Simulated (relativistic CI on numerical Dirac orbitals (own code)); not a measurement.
Ti2+ (3d2) in a crystal field

Calculated by Dirac-Coulomb-Breit CI, orbitals from a KLI potential per configuration, a model potential for QED, valence Slater integrals scaled by 0.9, one configuration in a parametric crystal field (own radial code). With so little scaling, terms lie 10 to 35 % too far apart, which can change the order of excited levels.

Field parameters in Wybourne normalisation: D3d B²₀ = −7Dσ, B⁴₀ = −14Dq − 21Dτ, B⁴₃ = −14√(10/7) Dq; Oh B⁴₀ = 21Dq, B⁴₄ = √(5/14) B⁴₀; Td as Oh with Dq negative (B⁴₀ = 21Dq, B⁴₄ = √(5/14) B⁴₀). The field is a parameter set, without covalency.

S and J are read from ⟨S²⟩ = S(S + 1) and ⟨J²⟩ = J(J + 1) of each level; they are not fictitious spins.

Oh, 10Dq = 8100 cm⁻¹, the lowest 10 levels:

| E (cm⁻¹) | Degeneracy | Irrep | S | J |
| --- | --- | --- | --- | --- |
| 0.0 | 2 | E | 1.00 | 2.78 |
| 4.1 | 3 | T2 | 1.00 | 2.81 |
| 153 | 3 | T1 | 1.00 | 3.58 |
| 228 | 1 | A1 | 1.00 | 3.92 |
| 7111 | 1 | A2 | 1.00 | 3.00 |
| 7130 | 3 | T2 | 1.00 | 3.13 |
| 7190 | 3 | T1 | 1.00 | 3.42 |
| 7191 | 2 | E | 1.00 | 3.44 |
| 11209 | 3 | T2 | 0.00 | 2.64 |
| 11648 | 2 | E | 0.00 | 2.94 |

Td, 10Dq = -11500 cm⁻¹, the lowest 16 levels:

```tsv
E (cm⁻¹)	Degeneracy	Irrep	S	J
0.0	3	T2	1.00	3.26
11451	1	A2	1.00	3.00
11475	3	T2	1.00	3.15
11486	2	E	0.95	3.32
11528	3	T1	1.00	3.39
11994	2	E	0.13	2.83
17940	3	T2	1.00	2.67
17943	2	E	1.00	2.70
18034	3	T1	1.00	3.16
18070	1	A1	1.00	3.36
20612	1	A1	0.01	3.74
23180	3	T2	0.00	2.58
26951	3	T1	0.00	4.00
28462	1	A1	1.00	1.87
28482	3	T1	1.00	1.99
28504	2	E	1.00	2.25
```

D3d, 10Dq = 12750, Dσ = 420, Dτ = -120 cm⁻¹, the lowest 16 levels:

```tsv
E (cm⁻¹)	Degeneracy	Irrep	S	J
0.0	1	A1	1.00	3.00
8.5	2	E	1.00	3.07
350	2	E	1.00	2.82
429	2	E	1.00	3.31
480	1	A2	1.00	3.49
503	1	A1	1.00	3.69
11190	1	A1	0.85	3.13
11207	2	E	0.80	3.08
11255	1	A2	1.00	3.11
11300	2	E	1.00	3.38
11414	2	E	0.72	3.20
11501	1	A2	1.00	3.35
11524	1	A1	0.32	3.00
11557	2	E	0.75	3.08
11737	2	E	0.01	3.07
21652	1	A1	1.00	1.16
```

The free-ion ground term has S = 1. Every field shown keeps that spin.

Levels of this model without a field, named by their leading LS term: 3F_2 0, 3F_3 162, 3F_4 369, 1D_2 10091, 3P_0 12089, 3P_1 12143, 3P_2 12240, 1G_4 15662 cm⁻¹.
